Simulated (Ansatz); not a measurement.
ClH$_{4}$NO$_{2}$Zr, SMILES `[NH2][Zr]([OH])([OH])[Cl]`. The species carries charge 0 and has multiplicity 1. Zr takes the def2 core potential. All single points use the PBE0-D4/def2-TZVP geometry. It is one conformer, not always the lowest.

```xyz
9

N    -1.219    1.032   -0.528
Zr    0.268   -0.286   -0.149
O     1.755    0.720    0.512
O    -0.445   -1.611    1.034
Cl    0.929   -1.363   -2.173
H    -2.208    0.825   -0.498
H    -1.093    2.006   -0.764
H     2.574    1.000    0.911
H    -0.562   -2.323    1.656
```

Question: What is the dipole moment at B3LYP/def2-TZVPP? (Best estimate.)

Answer: The calculation gave: 3.33 D, with components (-0.38, 1.06, 3.13) D in this frame, pointing from negative to positive charge.

Question: And with PBE, r2SCAN, ωB97M-V? (Best estimate.)

Answer: Ansatz gave: PBE 3.32 D, r2SCAN 3.38 D, ωB97M-V 3.37 D.

Question: Give the Mulliken charges with B3LYP, r2SCAN, ωB97M-V in def2-TZVPP. (Estimate.)

Answer: Computed: 
| atom | B3LYP | r2SCAN | ωB97M-V |
| --- | --- | --- | --- |
| N1 | -0.56 | -0.61 | -0.51 |
| Zr2 | 1.33 | 1.35 | 1.27 |
| O3 | -0.52 | -0.53 | -0.49 |
| O4 | -0.52 | -0.53 | -0.49 |
| Cl5 | -0.37 | -0.38 | -0.34 |
| H6 | 0.13 | 0.16 | 0.11 |
| H7 | 0.13 | 0.16 | 0.11 |
| H8 | 0.18 | 0.20 | 0.17 |
| H9 | 0.18 | 0.20 | 0.17 |

B3LYP here is the variant with VWN-RPA as its local correlation; programs differ in this.
